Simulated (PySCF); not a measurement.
## ZnN⁺: from constants to spectrum

ROHF-CCSD(T) constants of ZnN⁺, ³Σ⁻ (triplet), unpaired electrons π ↑↑ (basis Zn def2-TZVPPD, N def2-TZVPPD; no relativity; PySCF 2.14; masses 63.9291 and 14.0031 u):

* ωe: 432.0 cm⁻¹
* ωexe: 5.2 cm⁻¹
* Be: 0.37031 cm⁻¹
* αe: 0.00518 cm⁻¹
* D (centrifugal): 1.09e-06 cm⁻¹
* De to Zn⁺ + N: 0.90 eV

Give the vibrational terms G(v) and spacings up to v = 6.

G(v) = ωe(v+½) − ωexe(v+½)².

```tsv
v	G(v) (cm⁻¹)	G(v) − G(v−1)	Bv (cm⁻¹)
0	214.7		0.3677
1	636.3	421.6	0.3625
2	1047.5	411.2	0.3574
3	1448.3	400.8	0.3522
4	1838.7	390.4	0.3470
5	2218.7	380.0	0.3418
6	2588.3	369.6	0.3366
```

How well does the Morse estimate ωe²/(4ωexe) reproduce De, and what is D0?

It gives 1.11 eV, 124 % of the computed De. D0 = De − G(0) = 0.90 − 0.03 = 0.87 eV.

Correlated steps freeze 6 core orbitals. For an ion De counts to the pair picked by the measured ionisation energies or electron affinities, which need not be the lowest pair at this level. The CCSD T1 diagnostic is raised, a sign that a single reference may not be enough here. The state was picked by a PBE0 search and need not be the measured ground state.
